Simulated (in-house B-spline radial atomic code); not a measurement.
Computed with a B-spline radial atomic code. Model: two electrons, singlet ground state, non-relativistic, full CI in B-splines with partial waves to l = 8 (at full coupling up to 3e-4 hartree above the limit, correlation up to 0.6 % small), density held at that of full coupling by Lieb maximisation.

W(λ) is the mean repulsion in the state of coupling λ less the Hartree energy of the fixed density. Its start is exact exchange, its initial slope is twice the second-order Görling-Levy correlation energy, and its area from 0 to 1 is E_xc. A straight curve means weak, dynamic correlation, and a curve that drops fast and flattens means strong correlation.

Command:
```bash
python run_ac.py task.json out
```
Settings (lengths in bohr, energies in hartree):
```
potential              ball
strength               1
lmax                   8
wall_radius            35
```

Cost of the run: 13 s on 1 thread of Intel(R) Xeon(R) Processor @ 2.30GHz (shared host).

**W = mean repulsion less Hartree energy, and W of three functionals.**

Given: confinement empty hard sphere; hard wall radius 35 bohr; external potential zero inside.

Computed: LDA exchange minus exact 3.0826 millihartree; PBE exchange minus exact -1.335 millihartree.

| coupling | W xc (hartree) | W xc minus exchange (millihartree) | kinetic minus Kohn-Sham (millihartree) | LDA (PW92) W minus its exchange (millihartree) | PBE W minus its exchange (millihartree) | SCAN W minus its exchange (millihartree) |
| --- | --- | --- | --- | --- | --- | --- |
| 0 | -0.040961 | 0 | 0 | 0 | 0 | 0 |
| 0.02 | -0.043764 | -2.803 | 0.03 | -5.15 | -3.12 | -1.72 |
| 0.05 | -0.046681 | -5.72 | 0.13 | -8.81 | -5.9 | -3.73 |
| 0.12 | -0.050294 | -9.333 | 0.42 | -13.51 | -9.77 | -6.93 |
| 0.25 | -0.052906 | -11.944 | 0.87 | -17.84 | -13.53 | -10.22 |
| 0.4 | -0.054158 | -13.197 | 1.27 | -20.51 | -15.91 | -12.21 |
| 0.6 | -0.055011 | -14.05 | 1.68 | -22.65 | -17.84 | -13.64 |
| 0.8 | ? | ? | ? | ? | ? | ? |
| 1 | -0.055859 | -14.898 | 2.34 | -25.07 | -20.06 | -14.99 |
| 1.4 | -0.056313 | -15.352 | 2.88 | -26.48 | -21.36 | -15.62 |
| 2 | -0.056725 | -15.763 | 3.57 | -27.83 | -22.6 | -16.1 |
| 3 | ? | ? | ? | ? | ? | ? |
| 4.5 | -0.057461 | -16.499 | 5.79 | -30.3 | -24.91 | -16.74 |
| 7 | -0.057775 | -16.814 | 7.56 | -31.34 | -25.88 | -16.93 |
| 10 | -0.057994 | -17.033 | 9.39 | -32.05 | -26.55 | -17.04 |

(1) What belongs in the row 0.8?

(2) What belongs in the row 3?

(3) What is the SCAN exchange minus exact?

**Energy parts, natural occupations and partial-wave weights.**

Computed: total energy 0.0400 hartree; exchange energy -0.040961 hartree; kinetic part over minus potential part 0.15705; Hartree energy 0.081922 hartree; Kohn-Sham kinetic 0.011585 hartree; Lieb Oxford ratio E_xc over LDA exchange 1.4129.

```tsv
natural	occupation of the shell (electrons)
s	1.1942
p	?
d	0.044197
s	0.0031653
p	0.00031308
f	9.2993e-05
```

(4) What belongs in the row p?

```csv
wave,weight
s,0.5987
p,0.37916
d,0.022098
f,?
g,2.611e-09
```

(5) What belongs in the row f?

(6) What is the kinetic part of the DFT correlation energy?

(7) What is the correlation energy?

## Answers

(1) W xc (hartree): -0.055515; W xc minus exchange (millihartree): -14.554; kinetic minus Kohn-Sham (millihartree): 2.03; LDA (PW92) W minus its exchange (millihartree): -24.05; PBE W minus its exchange (millihartree): -19.12; SCAN W minus its exchange (millihartree): -14.46.

(2) W xc (hartree): -0.057122; W xc minus exchange (millihartree): -16.161; kinetic minus Kohn-Sham (millihartree): 4.54; LDA (PW92) W minus its exchange (millihartree): -29.16; PBE W minus its exchange (millihartree): -23.84; SCAN W minus its exchange (millihartree): -16.48.

(3) -3.0845 millihartree.

(4) occupation of the shell (electrons): 0.758.

(5) weight: 4.6499e-05.

(6) 0.0023398 hartree.

(7) -0.012558 hartree.

Half-way to full coupling W has made 91 % of its drop, against 50 % for a straight line, and second-order (GL2) theory, half the initial slope, overshoots the correlation energy by about 526 %: correlation is strong. Over couplings 0 to 1 the errors in E_xc come to about -4.3 millihartree for LDA, -4.3 millihartree for PBE, -2.2 millihartree for SCAN, so SCAN is nearest. In LDA and SCAN the errors of exchange and correlation have opposite signs, so the sum is smaller than the larger of the two.
